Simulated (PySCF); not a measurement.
Computed with PySCF with B3LYP-D3(BJ)/def2-TZVP. Isolated molecules, 0 K electronic values unless said otherwise. B3LYP has the VWN-RPA correlation part, as in Gaussian. 

Reference species (SMILES): `O=C1CC1` (neutral, multiplicity 1).

| Quantity | Result |
|---|---|
| dipole moment | 2.94 D |

Changed species: `C(C)#CO`.

**Question.** What does the change do to the dipole moment?

**Answer.** the dipole moment falls by 1.41 D, to 1.53 D.
